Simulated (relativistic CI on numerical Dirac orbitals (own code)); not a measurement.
## Magnetism of Hf3+, 5d, in a crystal field

Calculated by Dirac-Coulomb-Breit CI, KLI orbitals optimised for each configuration, QED by a radiative potential, one configuration in a parametric crystal field, unscaled Slater integrals (own radial code).

Field parameters in Wybourne normalisation: Td as Oh with Dq negative (B⁴₀ = 21Dq, B⁴₄ = √(5/14) B⁴₀). The field is a parameter set, without covalency.

S is read from ⟨S²⟩ = S(S + 1).

Powder χT (cm³ K mol⁻¹) by Van Vleck's formula, with temperature-independent terms:

| Field | 2 K | 5 K | 10 K | 20 K | 50 K | 100 K | 200 K | 300 K |
| --- | --- | --- | --- | --- | --- | --- | --- | --- |
| Td, 10Dq = -3100 cm⁻¹ | 0.185 | 0.185 | 0.186 | 0.187 | 0.19 | 0.196 | 0.207 | 0.218 |
| Td, 10Dq = -5600 cm⁻¹ | 0.152 | 0.153 | 0.153 | 0.155 | 0.158 | 0.164 | 0.177 | 0.189 |
| Td, 10Dq = -8100 cm⁻¹ | 0.173 | 0.174 | 0.174 | 0.175 | 0.179 | 0.184 | 0.194 | 0.205 |
| Td, 10Dq = -10600 cm⁻¹ | 0.201 | 0.201 | 0.202 | 0.203 | 0.205 | 0.21 | 0.219 | 0.227 |
| Td, 10Dq = -13100 cm⁻¹ | 0.225 | 0.225 | 0.225 | 0.226 | 0.228 | 0.232 | 0.24 | 0.247 |
| Td, 10Dq = -15600 cm⁻¹ | 0.244 | 0.244 | 0.244 | 0.245 | 0.247 | 0.25 | 0.257 | 0.263 |
| Td, 10Dq = -18050 cm⁻¹ | 0.259 | 0.259 | 0.259 | 0.26 | 0.262 | 0.264 | 0.27 | 0.276 |

Problem. For Td, 10Dq = -13100 cm⁻¹: what effective moment follows at 300 K?

Solution. μ_eff = √(8χT) = 1.41 μB. The ground level has S = 0.50; the spin-only moment for S = 1/2 is 1.73 μB. The difference comes from the orbital moment, spin-orbit mixing of terms and temperature-independent paramagnetism, all larger in this ionic model than in covalent complexes.
